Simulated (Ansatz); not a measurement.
```yaml
crystal:
  periodic: [false, false, false]
  atoms:
    - {symbol: C, position_ang: [-1.585733, -3.615391, 2.712786]}
    - {symbol: C, position_ang: [-2.499238, -2.751123, 2.088417]}
    - {symbol: C, position_ang: [-2.033161, -1.702359, 1.278866]}
    - {symbol: C, position_ang: [-0.649404, -1.502146, 1.084569]}
    - {symbol: Ge, position_ang: [-0.000352, -0.000088, 0.000434]}
    - {symbol: C, position_ang: [0.047193, 1.631841, 1.090038]}
    - {symbol: C, position_ang: [0.881002, 2.712217, 0.729280]}
    - {symbol: C, position_ang: [0.886177, 3.896920, 1.483597]}
    - {symbol: C, position_ang: [0.057801, 4.015122, 2.611022]}
    - {symbol: C, position_ang: [-0.772721, 2.945695, 2.982960]}
    - {symbol: C, position_ang: [-0.775893, 1.762175, 2.227873]}
    - {symbol: C, position_ang: [-1.210259, 0.255070, -1.524057]}
    - {symbol: C, position_ang: [-1.783057, -0.855989, -2.179843]}
    - {symbol: C, position_ang: [-2.615283, -0.678467, -3.297160]}
    - {symbol: C, position_ang: [-2.887108, 0.614626, -3.771809]}
    - {symbol: C, position_ang: [-2.326808, 1.728252, -3.125506]}
    - {symbol: C, position_ang: [-1.495782, 1.548536, -2.008354]}
    - {symbol: C, position_ang: [1.811318, -0.385392, -0.649510]}
    - {symbol: C, position_ang: [2.934282, -0.153666, 0.173814]}
    - {symbol: C, position_ang: [4.228251, -0.466853, -0.273518]}
    - {symbol: C, position_ang: [4.415658, -1.013743, -1.553004]}
    - {symbol: C, position_ang: [3.306953, -1.245440, -2.383013]}
    - {symbol: C, position_ang: [2.014452, -0.931188, -1.934027]}
    - {symbol: C, position_ang: [0.256908, -2.380429, 1.714134]}
    - {symbol: C, position_ang: [-0.206778, -3.429169, 2.524100]}
    - {symbol: H, position_ang: [-1.950001, -4.439156, 3.346160]}
    - {symbol: H, position_ang: [-3.581651, -2.897322, 2.229486]}
    - {symbol: H, position_ang: [-2.759544, -1.037283, 0.783598]}
    - {symbol: H, position_ang: [1.543967, 2.626015, -0.147232]}
    - {symbol: H, position_ang: [1.542711, 4.731567, 1.191666]}
    - {symbol: H, position_ang: [0.062870, 4.942532, 3.204597]}
    - {symbol: H, position_ang: [-1.419994, 3.033093, 3.869658]}
    - {symbol: H, position_ang: [-1.424620, 0.925161, 2.533420]}
    - {symbol: H, position_ang: [-1.585580, -1.875043, -1.808679]}
    - {symbol: H, position_ang: [-3.057217, -1.554033, -3.798124]}
    - {symbol: H, position_ang: [-3.540817, 0.755161, -4.646656]}
    - {symbol: H, position_ang: [-2.542079, 2.744202, -3.492033]}
    - {symbol: H, position_ang: [-1.067830, 2.429535, -1.502855]}
    - {symbol: H, position_ang: [2.799883, 0.286680, 1.175439]}
    - {symbol: H, position_ang: [5.095773, -0.278590, 0.378290]}
    - {symbol: H, position_ang: [5.429866, -1.257623, -1.905634]}
    - {symbol: H, position_ang: [3.450802, -1.669558, -3.389136]}
    - {symbol: H, position_ang: [1.151752, -1.107547, -2.596949]}
    - {symbol: H, position_ang: [1.340920, -2.248532, 1.564592]}
    - {symbol: H, position_ang: [0.512400, -4.108274, 3.008296]}
basis:
  gaussian: {orbitals: def2-TZVP, fitting: {mean_field: def2-universal-jkfit}}
total_charge: -1
magnetization: {spin_polarized: true, initial_magnetization: 1}
hamiltonian: {xc: {name: PBE0}}
scf: {omitted_lower_state_checks: [starts]}
output: {forces: true}
```

```sh
$ ansatz run in.yaml --threads 2 --pin off --events-out ev --progress --plain --max-ram 32768MiB --backend cuda --devices 0, --max-vram 18GiB
```

It prints (some lines left out):

```
Functional definition: PBE0
2426 factors; integrals over basis functions are off by at most 3.0e-1 eV
mean field evaluation 1: about -81671.2230 eV, gradient 8.2e1 eV
mean field evaluation 2: about -81650.9009 eV, gradient 1.1e2 eV
mean field evaluation 4: about -81702.5070 eV, gradient 1.2e1 eV
mean field evaluation 8: about -81703.2633 eV, gradient 2.2e-1 eV
mean field evaluation 16: about -81703.2639 eV, gradient 6.0e-3 eV
mean field -81703.26390389 eV, -3002.5395680066 hartree, gradient 1.2e-5 eV, S^2 0.754170; 0 other end points of the search recorded, 0 dependent functions left out
reference -81703.26397650 eV, -3002.5395706750 hartree; 99, 98 occupied and 813, 814 virtual orbitals, 2426 factors
Total energy: -81703.26397650 eV, -3002.5395706750 hartree
Atom 0 force    -0.558349     0.189902    -0.099608 eV/Å
Atom 1 force     0.359881    -0.255017     0.155959 eV/Å
Atom 2 force    -0.319742    -0.048574    -0.046831 eV/Å
Atom 3 force     0.422618    -0.156435     0.368296 eV/Å
Atom 4 force    -0.000640     0.000251     0.000398 eV/Å
Atom 5 force    -0.497411     0.036269     0.296364 eV/Å
Atom 6 force     0.255899     0.186682    -0.078937 eV/Å
Atom 7 force    -0.287434    -0.041649     0.365564 eV/Å
Atom 8 force     0.397005     0.227827    -0.385239 eV/Å
Atom 9 force    -0.179055    -0.364360     0.046175 eV/Å
Atom 10 force     0.252958     0.242888    -0.034645 eV/Å
Atom 11 force     0.113414     0.517208    -0.240072 eV/Å
Atom 12 force    -0.161086    -0.274699    -0.067865 eV/Å
Atom 13 force    -0.058263     0.456063    -0.086995 eV/Å
Atom 14 force    -0.046940    -0.594164    -0.041477 eV/Å
Atom 15 force     0.175826     0.255322     0.264205 eV/Å
Atom 16 force    -0.202637    -0.258434    -0.124618 eV/Å
Atom 17 force    -0.036447    -0.396296    -0.423536 eV/Å
Atom 18 force     0.224277     0.134430     0.193005 eV/Å
Atom 19 force    -0.015386    -0.155646    -0.441160 eV/Å
Atom 20 force     0.209948     0.173788     0.532546 eV/Å
Atom 21 force    -0.366372     0.000753    -0.177030 eV/Å
Atom 22 force     0.287901     0.121565     0.162170 eV/Å
Atom 23 force    -0.336546    -0.105310    -0.007531 eV/Å
Atom 24 force     0.369196     0.110199    -0.134687 eV/Å
Atom 25 force     0.160890     0.402741    -0.306761 eV/Å
Atom 26 force     0.518853     0.057783    -0.064320 eV/Å
Atom 27 force     0.390125    -0.325244     0.252347 eV/Å
Atom 28 force    -0.353766     0.026874     0.441804 eV/Å
Atom 29 force    -0.312579    -0.394778     0.152232 eV/Å
Atom 30 force     0.005551    -0.439753    -0.298033 eV/Å
Atom 31 force     0.302484    -0.042215    -0.444956 eV/Å
Atom 32 force     0.347439     0.399991    -0.174678 eV/Å
Atom 33 force    -0.082655     0.531418    -0.179175 eV/Å
Atom 34 force     0.201729     0.425105     0.234929 eV/Å
Atom 35 force     0.314886    -0.083570     0.419556 eV/Å
Atom 36 force     0.123185    -0.496211     0.173147 eV/Å
Atom 37 force    -0.211021    -0.465436    -0.225127 eV/Å
Atom 38 force     0.046449    -0.232880    -0.514689 eV/Å
Atom 39 force    -0.406727    -0.089854    -0.321215 eV/Å
Atom 40 force    -0.483341     0.120735     0.184336 eV/Å
Atom 41 force    -0.078223     0.191247     0.498912 eV/Å
Atom 42 force     0.415849     0.111112     0.355638 eV/Å
Atom 43 force    -0.554509    -0.046050     0.047207 eV/Å
Atom 44 force    -0.347232     0.346421    -0.225604 eV/Å
Dipole moment:     0.000128     0.000011    -0.000596 e Å
Checks for a lower state left out: starts
```

Run time 40 s (2 threads of AMD EPYC 7R13 on a shared host and a share (18 GiB) of an NVIDIA H100 80GB HBM3), peak host memory 1.8 GiB.

The highest occupied level of an anion often lies above zero with these methods, and sets without diffuse functions describe the outer electron poorly.

The dipole of an ion depends on the origin.
